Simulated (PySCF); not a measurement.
aniline (C6H7N), singlet, at a GFN2-xTB geometry; MP2/STO-3G (PySCF).

PySCF was given this input:
```python
from pyscf import gto, scf, mp

mol = gto.Mole()
mol.atom = '''
    N     2.26898850   -0.34589154    0.26581677
    C     0.91756321   -0.12718200    0.07978234
    C     0.32384857    1.05784892    0.51488921
    C    -1.03918263    1.24264988    0.39414758
    C    -1.83576132    0.25579586   -0.16255361
    C    -1.25309513   -0.92291663   -0.59783701
    C     0.10910245   -1.11615687   -0.48096117
    H     2.68780582   -1.05943881   -0.30846466
    H     2.83930297    0.47425910    0.39407885
    H     0.94292242    1.83040004    0.94949780
    H    -1.48309267    2.16698132    0.73495964
    H    -2.90066566    0.40457570   -0.25771264
    H    -1.86492136   -1.69850304   -1.03570909
    H     0.56087799   -2.03726852   -0.82217146
'''
mol.basis = 'sto-3g'
mol.verbose = 4
mol.build()

mf = scf.RHF(mol)
mf.kernel()

pt = mp.MP2(mf, frozen=7)
pt.kernel()
print('E(MP2) = %.10f' % pt.e_tot)
```

What the program printed (banner, timings and long lists left out):

```
PySCF version 2.14.0

[INPUT] verbose = 4
[INPUT] num. atoms = 14
[INPUT] num. electrons = 50
[INPUT] charge = 0
[INPUT] spin (= nelec alpha-beta = 2S) = 0
[INPUT] symmetry False subgroup None
[INPUT] Mole.unit = angstrom
[INPUT] Symbol           X                Y                Z      unit          X                Y                Z       unit  Magmom
[INPUT]  1 N      2.268988500000  -0.345891540000   0.265816770000 AA    4.287766844788  -0.653640279404   0.502320894617 Bohr   0.0
[INPUT]  2 C      0.917563210000  -0.127182000000   0.079782340000 AA    1.733943168877  -0.240339147974   0.150766772177 Bohr   0.0
[INPUT]  3 C      0.323848570000   1.057848920000   0.514889210000 AA    0.611985103132   1.999044739967   0.972999591394 Bohr   0.0
[INPUT]  4 C     -1.039182630000   1.242649880000   0.394147580000 AA   -1.963770564105   2.348267941924   0.744830978860 Bohr   0.0
[INPUT]  5 C     -1.835761320000   0.255795860000  -0.162553610000 AA   -3.469086124870   0.483384119198  -0.307181803459 Bohr   0.0
[INPUT]  6 C     -1.253095130000  -0.922916630000  -0.597837010000 AA   -2.368006603726  -1.744059666507  -1.129748216029 Bohr   0.0
[INPUT]  7 C      0.109102450000  -1.116156870000  -0.480961170000 AA    0.206173750019  -2.109230796352  -0.908884887850 Bohr   0.0
[INPUT]  8 H      2.687805820000  -1.059438810000  -0.308464660000 AA    5.079216875812  -2.002049196635  -0.582913726507 Bohr   0.0
[INPUT]  9 H      2.839302970000   0.474259100000   0.394078850000 AA    5.365504997964   0.896219811083   0.744701097984 Bohr   0.0
[INPUT] 10 H      0.942922420000   1.830400040000   0.949497800000 AA    1.781865130512   3.458954773993   1.794290797877 Bohr   0.0
[INPUT] 11 H     -1.483092670000   2.166981320000   0.734959640000 AA   -2.802638963650   4.095001211848   1.388872432209 Bohr   0.0
[INPUT] 12 H     -2.900665660000   0.404575700000  -0.257712640000 AA   -5.481463676331   0.764537269654  -0.487006308439 Bohr   0.0
[INPUT] 13 H     -1.864921360000  -1.698503040000  -1.035709090000 AA   -3.524190614251  -3.209705567341  -1.957206524823 Bohr   0.0
[INPUT] 14 H      0.560877990000  -2.037268520000  -0.822171460000 AA    1.059905790397  -3.849879544998  -1.553678886834 Bohr   0.0

nuclear repulsion = 273.219542115169
number of shells = 28
number of NR pGTOs = 126
number of NR cGTOs = 42
basis = sto-3g
ecp = {}

******** <class 'pyscf.scf.hf.RHF'> ********
method = RHF
initial guess = minao
damping factor = 0
level_shift factor = 0
DIIS = <class 'pyscf.scf.diis.CDIIS'>
diis_start_cycle = 1
diis_space = 8
diis_damp = 0
SCF conv_tol = 1e-09
SCF conv_tol_grad = None
SCF max_cycles = 50
direct_scf = True
direct_scf_tol = 1e-13
Set gradient conv threshold to 3.16228e-05
Initial guess from minao.
init E= -284.570564886046
  HOMO = -0.131138627514787  LUMO = 0.148831488245706  gap/eV = 7.61837
cycle= 1 E= -282.160090111951  delta_E= 2.41  |g|= 0.345  |ddm|= 5.11
  HOMO = -0.206605183571685  LUMO = 0.287354714945825  gap/eV = 13.44133
cycle= 2 E= -282.205096968999  delta_E= -0.045  |g|= 0.0851  |ddm|= 0.618
  HOMO = -0.224901713001835  LUMO = 0.276614150767549  gap/eV = 13.64694
cycle= 3 E= -282.208066281954  delta_E= -0.00297  |g|= 0.0264  |ddm|= 0.168
  HOMO = -0.225857638903161  LUMO = 0.276324222564121  gap/eV = 13.66506
cycle= 4 E= -282.208331666199  delta_E= -0.000265  |g|= 0.00574  |ddm|= 0.0484
  HOMO = -0.224724039996885  LUMO = 0.276996432550122  gap/eV = 13.65251
cycle= 5 E= -282.2083461508  delta_E= -1.45e-05  |g|= 0.00175  |ddm|= 0.0098
  HOMO = -0.224783174256481  LUMO = 0.277259836853507  gap/eV = 13.66129
cycle= 6 E= -282.208348786481  delta_E= -2.64e-06  |g|= 0.000515  |ddm|= 0.00522
  HOMO = -0.224945471073503  LUMO = 0.277141510063214  gap/eV = 13.66248
cycle= 7 E= -282.208348954338  delta_E= -1.68e-07  |g|= 0.000105  |ddm|= 0.00136
  HOMO = -0.224946144658316  LUMO = 0.277131352215907  gap/eV = 13.66222
cycle= 8 E= -282.208348964043  delta_E= -9.7e-09  |g|= 5.05e-05  |ddm|= 0.00028
  HOMO = -0.224944875920958  LUMO = 0.277141565792235  gap/eV = 13.66247
cycle= 9 E= -282.208348966079  delta_E= -2.04e-09  |g|= 2.07e-05  |ddm|= 0.000122
  HOMO = -0.224946436417583  LUMO = 0.277140361909598  gap/eV = 13.66248
cycle= 10 E= -282.208348966637  delta_E= -5.58e-10  |g|= 4.88e-06  |ddm|= 9.08e-05
  HOMO = -0.224945763114972  LUMO = 0.277141664860281  gap/eV = 13.66249
Extra cycle  E= -282.208348966654  delta_E= -1.66e-11  |g|= 2.59e-06  |ddm|= 9.89e-06
converged SCF energy = -282.208348966654

******** <class 'pyscf.mp.mp2.RMP2'> ********
nocc = 18, nmo = 35
frozen orbitals 7
E(RMP2) = -282.594301939113  E_corr = -0.385952972459392
E(SCS-RMP2) = -282.604193865162  E_corr = -0.395844898507899
E_corr(same-spin) = -0.0776523097423523
E_corr(oppo-spin) = -0.30830066271704
E(MP2) = -282.5943019391
```
